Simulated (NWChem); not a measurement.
The numbers come from NWChem runs, not from measurements. System: C2H6Sb, charge 1, spin multiplicity 1, displaced from the optimised geometry. The structure started from a generated list of species. Level: LDA (SVWN5)/def2-SVP with def2 effective core potentials on Sb.

Input file:

```
start mol
memory heap 200 mb stack 800 mb global 1000 mb
charge 1
geometry units angstroms nocenter noautoz
  Sb     0.000000     0.000000     0.402495
  C      1.614314     0.187783    -1.055124
  H      1.898361    -0.882664    -1.329023
  H      2.521373     0.684145    -0.601600
  H      1.272701     0.702628    -2.002264
  C     -1.614314    -0.187783    -1.055124
  H     -1.272701    -0.702628    -2.002264
  H     -1.898361     0.882664    -1.329023
  H     -2.521373    -0.684145    -0.601600
  symmetry group C2
end
basis spherical
  * library def2-svp
end
ecp
  Sb library def2-ecp
end
dft
  xc slater vwn_5
  semidirect memsize 60000000 filesize 0
  iterations 100
  convergence energy 1e-9 density 1e-8 gradient 1e-7
end
task dft gradient
```

Part of the output:

```
             Northwest Computational Chemistry Package (NWChem) 7.3.0
             --------------------------------------------------------

                                NWChem Input Module
                                -------------------

 Scaling coordinates for geometry "geometry" by  1.889725989
 (inverse scale =  0.529177249)

 Turning off AUTOSYM since
 SYMMETRY directive was detected!

                             Geometry "geometry" -> ""
                             -------------------------

 Output coordinates in angstroms (scale by  1.889725989 to convert to a.u.)

  No.       Tag          Charge          X              Y              Z
 ---- ---------------- ---------- -------------- -------------- --------------
    1 Sb                  51.0000     0.00000000     0.00000000     0.40249500
    2 C                    6.0000     1.61431400     0.18778300    -1.05512400
    3 H                    1.0000     1.89836100    -0.88266400    -1.32902300
    4 H                    1.0000     2.52137300     0.68414500    -0.60160000
    5 H                    1.0000     1.27270100     0.70262800    -2.00226400
    6 C                    6.0000    -1.61431400    -0.18778300    -1.05512400
    7 H                    1.0000    -1.27270100    -0.70262800    -2.00226400
    8 H                    1.0000    -1.89836100     0.88266400    -1.32902300
    9 H                    1.0000    -2.52137300    -0.68414500    -0.60160000

 Effective nuclear repulsion energy (a.u.)     237.5792606730

            Nuclear Dipole moment (a.u.)
            ----------------------------
        X                 Y               Z
 ---------------- ---------------- ----------------
    -0.0000000000     0.0000000000    -0.0000321253

      Symmetry information
      --------------------

 Group name             C2
 Group number              4
 Group order               2
 No. of unique centers     5

      Symmetry unique atoms

     1    2    3    4    5


 Summary of "ao basis" -> "" (spherical)
 ------------------------------------------------------------------------------
       Tag                 Description            Shells   Functions and Types
[...]
            Beta electrons :    20
          Charge           :     1
          Spin multiplicity:     1
          Use of symmetry is: on ; symmetry adaption is: on
          Maximum number of iterations: 100
          AO basis - number of functions:    84
                     number of shells:    40
          Convergence on energy requested:  1.00D-09
          Convergence on density requested:  1.00D-08
          Convergence on gradient requested:  1.00D-07

              XC Information
              --------------
                        Slater Exchange Functional  1.000 local
                      VWN V Correlation Functional  1.000 local

             Grid Information
             ----------------
          Grid used for XC integration:  medium
          Radial quadrature: Mura-Knowles
          Angular quadrature: Lebedev.
          Tag              B.-S. Rad. Rad. Pts. Rad. Cut. Ang. Pts.
          ---              ---------- --------- --------- ---------
          Sb                  1.45      123           9.0       590
          C                   0.70       49          11.0       434
          H                   0.35       45          12.0       434
          Grid pruning is: on
          Number of quadrature shells:   307
          Spatial weights used:  Erf1

          Convergence Information
          -----------------------
          Convergence aids based upon iterative change in
          total energy or number of iterations.
          Levelshifting, if invoked, occurs when the
          HOMO/LUMO gap drops below (HL_TOL):  1.00D-02
          DIIS, if invoked, will attempt to extrapolate
          using up to (NFOCK): 10 stored Fock matrices.

                    Damping( 0%)  Levelshifting(0.5)       DIIS
                  --------------- ------------------- ---------------
          dE  on:    start            ASAP                start
          dE off:    2 iters        100 iters           100 iters

      Screening Tolerance Information
      -------------------------------
          Density screening/tol_rho:  1.00D-12
          AO Gaussian exp screening on grid/accAOfunc:  21
          CD Gaussian exp screening on grid/accCDfunc:  20
          XC Gaussian exp screening on grid/accXCfunc:  20
          Schwarz screening/accCoul:  1.00D-10

                            NWChem DFT Gradient Module
                            --------------------------

  charge          =   1.00
  wavefunction    = closed shell

  Using symmetry

                         DFT ENERGY GRADIENTS

    atom               coordinates                        gradient
                 x          y          z           x          y          z
   1 Sb      0.000000   0.000000   0.760605    0.000000   0.000000   0.025470
   2 C       3.050611   0.354858  -1.993895    0.004825   0.001430  -0.003735
   3 H       3.587382  -1.667993  -2.511489    0.003250  -0.010284  -0.002983
   4 H       4.764704   1.292847  -1.136859    0.009834   0.005229   0.003881
   5 H       2.405056   1.327774  -3.783730   -0.002550   0.005488  -0.009898
   6 C      -3.050611  -0.354858  -1.993895   -0.004825  -0.001430  -0.003735
   7 H      -2.405056  -1.327774  -3.783730    0.002550  -0.005488  -0.009898
   8 H      -3.587382   1.667993  -2.511489   -0.003250   0.010284  -0.002983
   9 H      -4.764704  -1.292847  -1.136859   -0.009834  -0.005229   0.003881

                 ----------------------------------------
                 |  Time  |  1-e(secs)   |  2-e(secs)   |
                 ----------------------------------------
                 |  CPU   |       0.04   |       2.59   |
                 ----------------------------------------
                 |  WALL  |       0.04   |       2.59   |
                 ----------------------------------------

 Task  times  cpu:        6.6s     wall:        6.6s

 Total times  cpu:        6.6s     wall:        6.6s
```
